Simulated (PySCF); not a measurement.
Shapes and spin states of MnO₂⁻

These are results of PySCF, PBE0, basis Mn def2-SVPD, O def2-SVPD (no relativity, density fitting), not measurements.

Relaxations began from a few typed shapes and spin states; open shells are unrestricted. The search is not exhaustive: other isomers or separated fragments can lie lower, and high-lying points may rest on an excited occupation.

```
                                                 spin  group                           bonds                           angles  imaginary modes (cm⁻¹)  ΔE (kJ/mol)  ΔE with ZPE (kJ/mol)
                                              quintet    C2v               Mn–O 1.662 Å (×2)                    O–Mn–O 133.3°                    none          0.0                   0.0
                                  quintet (⟨S²⟩ 6.36)    D∞h               Mn–O 1.717 Å (×2)                    O–Mn–O 180.0°                    147i         21.1                     –
                                  triplet (⟨S²⟩ 2.43)    C2v               Mn–O 1.619 Å (×2)                    O–Mn–O 139.8°                    none         75.0                  75.6
                                              triplet    C2v               Mn–O 1.609 Å (×2)                    O–Mn–O 136.9°                    none         77.3                  78.4
                                  triplet (⟨S²⟩ 2.35)    D∞h               Mn–O 1.642 Å (×2)                    O–Mn–O 180.0°              167i, 138i         90.2                     –
singlet (closed shell, unstable to spin polarisation)    C2v               Mn–O 1.588 Å (×2)                    O–Mn–O 125.8°                    none        205.6                 207.7
singlet (closed shell, unstable to spin polarisation)    C2v               Mn–O 1.598 Å (×2)                    O–Mn–O 130.4°                    none        227.4                 229.5
                   broken-symmetry Ms = 2 (⟨S²⟩ 6.97)    C2v  Mn–O 1.895 Å (×2), O–O 1.501 Å  Mn–O–O 66.7° (×2), O–Mn–O 46.6°                    none        268.2                 266.6
```

The lowest minimum found is the quintet C2v: Mn–O 1.662 Å (×2); O–Mn–O 133.3°.

Formally Mn is in oxidation state +3, d4, with 4 unpaired electrons (the high-spin count). The Mulliken spin on Mn is 4.34. The polar-tensor charge on Mn, 1.02, is far below the formal one.

For the lowest minimum: open d and f shells are described by one determinant, and the ground state may have another occupation or spin. The lowest empty level of this anion is unbound, so it and the gap depend on the basis.

The electron or spin density has lower symmetry than the nuclear frame for the quintet (⟨S²⟩ 6.36) D∞h at 21.1 kJ/mol, triplet (⟨S²⟩ 2.43) C2v at 75.0 kJ/mol, triplet (⟨S²⟩ 2.35) D∞h at 90.2 kJ/mol.
